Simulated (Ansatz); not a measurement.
One change: `CSB(Cl)Cl` becomes `C[S][Ga]([Cl])[Cl]`.

Ansatz, PBE0-D4/def2-TZVP geometries, multiplicity 1. Each molecule was computed in one conformer, which needn't be the lowest.

Scalar relativity is left out up to krypton.

```
                                          property  `CSB(Cl)Cl`
                 HOMO energy (PBE/def2-TZVPP) / eV        -6.57
               HOMO–LUMO gap (PBE/def2-TZVPP) / eV         4.57
                HOMO energy (PBE0/def2-TZVPP) / eV        -7.75
             HOMO–LUMO gap (B3LYP/def2-TZVPP) / eV         6.23
size of the dipole moment (ωB97M-V/def2-TZVPP) / D         2.17
    size of the dipole moment (PBE/def2-TZVPP) / D         2.19
```

Question: What does the change do to each property? (Best estimate.)

Answer: The calculation gave: 
| property | `C[S][Ga]([Cl])[Cl]` | shift |
| --- | --- | --- |
| HOMO energy (PBE/def2-TZVPP) / eV | -6.49 | 0.08 |
| HOMO–LUMO gap (PBE/def2-TZVPP) / eV | 4.20 | -0.37 |
| HOMO energy (PBE0/def2-TZVPP) / eV | -7.69 | 0.06 |
| HOMO–LUMO gap (B3LYP/def2-TZVPP) / eV | 5.77 | -0.46 |
| size of the dipole moment (ωB97M-V/def2-TZVPP) / D | 2.36 | 0.19 |
| size of the dipole moment (PBE/def2-TZVPP) / D | 2.45 | 0.26 |

With PBE0 the HOMO rises by 0.06 eV and the LUMO falls by 0.26 eV, so the gap narrows by about 0.32 eV. PBE moves the HOMO by 0.08 eV and ωB97M-V by 0.02 eV. Dipoles are sizes alone; their direction can turn.

B3LYP here is the variant with VWN-RPA as its local correlation; programs differ in this.
